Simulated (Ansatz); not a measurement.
Consider the ligand exchange at the Si–Te bond: `OC[SiH2][TeH]` + H₂Se → `OC[SiH2][SeH]` + H₂Te.

Computed with Ansatz on PBE0-D4/def2-TZVP structures; ΔE is electronic, products minus reactants. CBS: MP2 limit from def2 TZ/QZ plus the TZ coupled-cluster correction, frozen cores. DFT in def2-TZVPP. B3LYP here is the variant with VWN-RPA as its local correlation; programs differ in this. Elements past krypton have def2 core potentials. For Se, Te outer-core shells are correlated without core-valence functions, which leaves a few kJ/mol of doubt a bond. Scalar relativity is left out up to krypton. One conformer a species, not always the lowest.

```csv
level,ΔE (kJ/mol)
B3LYP-D4,-2.8
r2SCAN,-1.9
B3LYP,-4.5
MP2/def2-TZVPP,-2.3
CCSD(T)/def2-TZVPP,-4.9
MP2/def2-QZVPP,-0.7
HF/CBS(def2),-10.3
MP2/CBS(def2),0.3
```

(1) What does CCSD(T)/CBS give? (An estimate is asked.)

Largest T1 diagnostic among the species: 0.011.

## Answers

(1) Computed: -2.2 kJ/mol. The listed levels differ from it by -0.6, 0.3, -2.3, -0.1, -2.7, 1.5, -8.1, 2.5 kJ/mol.

In def2-TZVPP, CCSD(T) changes the Hartree–Fock value by +5.8 kJ/mol (the triples alone add +1.6 kJ/mol) and MP2 by +8.3 kJ/mol.
